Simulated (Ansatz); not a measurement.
Cost and result for the atomization energy of C2H7GeN, SMILES `[CH3][GeH2][CH]=N` (11 atoms, 10 bonds).

```xyz
11

C     0.177   -1.449    0.435
Ge    0.636    0.062   -0.710
C    -0.478    1.603   -0.175
N    -1.345    1.607    0.748
H     0.375   -1.214    1.482
H     0.775   -2.319    0.161
H    -0.877   -1.711    0.323
H     2.123    0.439   -0.561
H     0.370   -0.263   -2.192
H    -0.346    2.547   -0.717
H    -1.412    0.696    1.207
```

The species carries charge 0 and has multiplicity 1. Correlated methods include outer-core shells of Ge, which these sets cover unevenly. Scalar relativity is left out up to krypton. The structure was optimised at the PBE0-D4/def2-TZVP level. It is one conformer, not always the lowest. Program: Ansatz. All runs use 4 threads of an Arm Neoverse V1 on a shared host. Times are those of one run each, without the atoms' runs, and a repeat can differ threefold. Electronic energies, without spin–orbit coupling; frozen cores. CCSD(T)/CBS adds CCSD(T) − MP2 in def2-TZVPP to the MP2 limit, and its time is that of the two runs behind it. T1 = 0.012. With those shells the extrapolation isn't a true limit. B3LYP takes the VWN-RPA correlation (the form of Gaussian; ORCA's B3LYP/G).

CCSD(T)/CBS is a level of theory with its own doubt, some kJ/mol a heavy atom from the limit and from the frozen cores, so smaller differences don't rank the functionals.

| level | functions | wall time |
| --- | --- | --- |
| PBE-D4/def2-TZVPP (with forces) | 239 | 2.4 s |
| PBE0-D4/def2-TZVPP | 239 | 2.7 s |
| B3LYP-D4/def2-TZVPP (with forces) | 239 | 4.2 s |
| r2SCAN-D4/def2-TZVPP (with forces) | 239 | 4.6 s |
| B2PLYP/def2-TZVPP | 239 | 5.5 s |
| ωB97X-V/def2-TZVPP | 239 | 7.5 s |
| ωB97M-V/def2-TZVPP (with forces) | 239 | 11 s |
| MP2/def2-QZVPP | 470 | 23 s |
| CCSD(T)/def2-TZVPP | 239 | 2.5 min |
| CCSD(T)/CBS(def2) | – | 2.9 min |

**Question.** What atomization energy does each give, and how far from CCSD(T)/CBS? (An estimate is asked.)

**Answer.** Ansatz gave: 
```tsv
level	atomization (kJ/mol)	difference from CCSD(T)/CBS	per bond
PBE-D4/def2-TZVPP (with forces)	3914.2	62.2	6.2
PBE0-D4/def2-TZVPP	3845.9	-6.1	-0.6
B3LYP-D4/def2-TZVPP (with forces)	3851.4	-0.6	-0.1
r2SCAN-D4/def2-TZVPP (with forces)	3843.6	-8.4	-0.8
B2PLYP/def2-TZVPP	3808.9	-43.1	-4.3
ωB97X-V/def2-TZVPP	3861.4	9.4	0.9
ωB97M-V/def2-TZVPP (with forces)	3846.9	-5.1	-0.5
MP2/def2-QZVPP	3834.0	-18.0	-1.8
CCSD(T)/def2-TZVPP	3764.9	-87.1	-8.7
CCSD(T)/CBS(def2)	3852.0	0.0	0.0
```

From PBE to PBE0 (25 % exact exchange), in def2-TZVPP and without D4, the atomization energy moves by −65.4 kJ/mol: exact exchange takes away binding that semilocal exchange gives to molecules. In def2-TZVPP, CCSD(T) changes the Hartree–Fock value by +1024.1 kJ/mol (the triples alone add +58.1 kJ/mol) and MP2 by +1042.4 kJ/mol; breaking electron pairs costs correlation energy, which Hartree–Fock lacks. The D4 term adds +31.5 kJ/mol with B3LYP and +16.5 kJ/mol with PBE0; it sums over pairs of atoms, weighted by their polarisabilities, and B3LYP, whose exchange is more repulsive, gets the larger term.
